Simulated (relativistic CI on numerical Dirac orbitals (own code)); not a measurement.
# Charge states of arsenic

Method of calculation: Dirac-Coulomb-Breit CI, separate exchange-only KLI orbitals for each configuration, model QED, valence Slater integrals scaled by 0.9 (own radial code, finite nucleus).

Each species is treated in one configuration, given outside its closed core. Radial values are for the open shell of highest l, unscaled and averaged over j; ζ includes the Breit term. Labels give the leading LS character, summed over repeated terms.

| Ion | Configuration | Its lowest level | LS weight (%) | Next level | E (cm⁻¹) | ⟨r⟩ (bohr) | ⟨r²⟩ (bohr²) | ζ (cm⁻¹) |
| --- | --- | --- | --- | --- | --- | --- | --- | --- |
| As24+ | 2s²2p⁵ | ? | ? | ? | ? | ? | ? | ? |
| As25+ | 2s²2p⁴ | ³P2 | 81 | ³P0 | 139500 | 0.1681 | 0.03428 | 207700 |
| As26+ | 2s²2p³ | ⁴S°3/2 | 56 | ²D°3/2 | 257250 | 0.1658 | 0.0333 | 214400 |
| As27+ | 2s²2p² | ³P0 | 83 | ³P1 | 255630 | 0.1636 | 0.03238 | 221400 |
| As28+ | 2s²2p | ²P°1/2 | 100 | ²P°3/2 | 343500 | 0.1615 | 0.03152 | 228500 |
| As29+ | 2s² | ¹S0 | 100 |  |  |  |  |  |
| As30+ | 2s | ²S1/2 | 100 |  |  | 0.1851 | 0.04009 |  |
| As31+ | 1s² | ¹S0 | 100 |  |  |  |  |  |

(1) Fill in the row of As24+.

Results:

(1) Its lowest level ²P°3/2; LS weight (%) 100; Next level ²P°1/2; E (cm⁻¹) 302310; ⟨r⟩ (bohr) 0.1705; ⟨r²⟩ (bohr²) 0.03531; ζ (cm⁻¹) 201100.
